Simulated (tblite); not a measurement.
Problem. Write Cartesian coordinates for `S([SiH3])[SiH2]/C=C\CF` as optimised with GFN2-xTB.

Solution. 
```
atom  x, y, z in Å
F1    -1.9254   -1.5043    0.6222
C2    -2.9088   -0.5903    0.3335
C3    -2.3680    0.7187   -0.1371
C4    -1.0894    1.0313   -0.2820
Si5    0.3701   -0.0984    0.0683
S6     2.0438    1.1837   -0.4236
Si7    3.7338   -0.0604   -0.0428
H8    -3.4961   -0.4598    1.2517
H9    -3.5445   -1.0451   -0.4370
H10   -3.1561    1.4283   -0.3614
H11   -0.8491    2.0258   -0.6342
H12    0.5063   -0.4623    1.4749
H13    0.4433   -1.2562   -0.8170
H14    3.7173   -0.4593    1.3593
H15    3.6553   -1.2380   -0.8987
H16    4.8599    0.7953   -0.3694
```

Orientation and origin are arbitrary. Atoms count from 1 in this order. The S–Si distances run from 2.133 Å (S6–Si7, drawn single) to 2.165 Å (Si5–S6, drawn single), a spread of 0.032 Å. Si5 (SiH2 silicon) is distorted tetrahedral (angles from 101.7° to 113.8°). Si7 (SiH3 silicon) is distorted tetrahedral (angles from 103.3° to 112.7°). Of the pairs four or more bonds apart, F1···Si5 is among the closest relative to their van der Waals radii: 2.75 Å, 77 % of the sum of Bondi's values.

Bonds between heavy atoms (Å): F1–C2 1.373, C2–C3 1.492, C3=C4 1.324, C4–Si5 1.879, Si5–S6 2.165, S6–Si7 2.133.

The geometry is computed with GFN2-xTB (gas phase).

Point group: Cs (every atom within 0.08 Å of its image). Its GFN2-xTB frequencies are all real (lowest 33 cm⁻¹). The numbers are those of one conformer (F1–C2–C3–C4 0°, C3–C4–Si5–S6 180°, C4–Si5–S6–Si7 180°). 3 starts were optimised and ended at 0.00, 1.89 and 2.54 kcal/mol (GFN2-xTB); the lowest of these is shown.
